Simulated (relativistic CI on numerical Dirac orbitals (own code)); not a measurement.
Method of calculation: Dirac-Coulomb-Breit CI, KLI orbitals optimised for each configuration, QED by a radiative potential, unscaled Slater integrals (own radial code, finite nucleus).

The strongest absorption lines from the ground level of an ion, among the configurations computed and to levels below about 49000 eV (vacuum wavelength in Å, gf): 0.2530 (0.0098), 0.2561 (0.017), 0.2619 (0.036), 0.2624 (0.015), 0.2756 (0.097), 0.2768 (0.043), 0.3232 (0.48), 0.3288 (0.24).

Task: Which ion is it?
A. Tb LXIV
B. Nd LVII
C. Sn XLIX
D. Nd LIX

Result: D. Nd LIX has 2 electrons and the ground level 1s² ¹S0; the strongest line goes to 1s2p ¹P°1. The pattern of lines fixes the number of electrons, and along that sequence the line energies rise steadily with the charge (about as its square where n changes within one kind of shell, about linearly where n is kept but much faster in heavy ions where fine structure, which grows about as Z⁴, sets the gap, and irregularly where shells cross), which fixes Z. Configurations outside the model, such as inner-shell arrays, can give stronger lines. At this charge energies of transitions that change n are usually good to better than 1 %, and those within a shell (Δn = 0) to a few per cent.

LS names give the leading component of a level, which can be under half, so a name can repeat, a term be missing and a line seem to break the LS rules.
